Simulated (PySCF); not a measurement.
Dipole moment and polarisability of `[H]/N=C/[C@H]1OC=C[Si@H]1C`

C5H9NOSi.
Numbering: `[H]/[N:8]=[CH:7]/[C@@H:6]1[Si@H:2]([CH3:1])[CH:3]=[CH:4][O:5]1` (hydrogens: H9, H10, H11 on C1; H12 on Si2; H13 on C3; H14 on C4; H15 on C6; H16 on C7; H17 on N8)

Cartesian coordinates in Å at the GFN2-xTB level; atoms count from 1:
```
atom  x, y, z in Å
C1    -0.5900   -1.4168   -1.4215
Si2   -1.0896   -0.3890    0.0905
C3    -1.5322    1.3985   -0.2222
C4    -0.6342    2.1900    0.3753
O5     0.3983    1.6974    1.0716
C6     0.4480    0.2696    1.1010
C7     1.7167   -0.2178    0.5300
N8     2.1290   -1.3830    0.7683
H9    -1.4668   -1.7496   -1.9678
H10    0.0334   -0.8485   -2.1071
H11   -0.0318   -2.2971   -1.1170
H12   -1.9730   -1.1465    0.9871
H13   -2.3544    1.8139   -0.7730
H14   -0.6342    3.2717    0.3666
H15    0.3661   -0.0477    2.1418
H16    2.2132    0.5058   -0.1330
H17    2.9945   -1.6391    0.2995
```

Level: CAM-B3LYP/def2-SVPD (PySCF), static field, nuclei fixed, core orbitals frozen in the response. The polarisability tensor in these axes (au):

```
x    96.08  -5.90   6.32
y    -5.90 101.33   4.21
z     6.32   4.21  79.71
```

Q: What are the eigenvalues, a third of the trace, and Δα (Δα² = ½Σ(αi − αj)² over the three pairs)?

A: Principal values 76.14, 95.82 and 105.17 au; mean 92.37 au = 13.69 Å³ = 15.23 × 10⁻⁴⁰ C²·m²/J; Δα = 25.67 au (28 % of the mean).

Q: What is the dipole moment, and where does it point?

A: (-0.25, 0.65, -1.77) D, 1.91 D in size, pointing from the negative to the positive side. Measured along this direction, the outermost atoms are H15 at the negative end and H10 and H13 at the positive end.

Q: In TDDFT the mean static polarisability is Σ f/ω² over all singlet excitations (ω in hartree). How much of it do the 8 lowest give? Their energies (eV) and oscillator strengths: 5.24, 0.0041; 6.01, 0.0161; 6.13, 0.1432; 6.56, 0.0099; 6.78, 0.1404; 6.85, 0.0299; 6.92, 0.0059; 7.16, 0.0413.

A: They add up to 6.86 au, 7.4 % of the 92.37 au; the largest single term is 2.83 au, from the state at 6.13 eV. Terms in order: 0.11, 0.33, 2.83, 0.17, 2.26, 0.47, 0.09, 0.60 au. Higher excitations give the rest. The strengths listed sum to 0.391.

Q: Find the Langevin capture rate constant for O2+ (31.990 u) meeting this molecule (127.045 u), k = 2.342 × 10⁻⁹ cm³/s × √(α in Å³ / reduced mass in u).

A: The reduced mass is 25.56 u, so k = 1.71 × 10⁻⁹ cm³/s. The formula leaves out the permanent dipole, which adds to the capture rate.

Q: Refractivity n − 1 of an ideal gas of it at 400 K and 1 atm, from the electronic α?

A: N = p/kT = 1.8347 × 10¹⁹ cm⁻³, so n − 1 = 2π × N × 13.69 × 10⁻²⁴ cm³ = 1578 × 10⁻⁶ at long wavelengths.

Q: What molar refraction does this α imply?

A: Lorentz–Lorenz: R = (4π/3)N_A α = 2.5225 cm³/(mol·Å³) × 13.69 Å³ = 34.5 cm³/mol, in the limit of long wavelengths.

The structure is a single GFN2-xTB conformer in the gas phase; no vibrational or solvent corrections.

These values come from a run that also computed excited states. Hardware: one thread of an Arm Neoverse V2, no GPU, shared host with 32 logical CPUs at a one-minute load of 21. Cost: 69 s, 1.1 GiB resident at most.
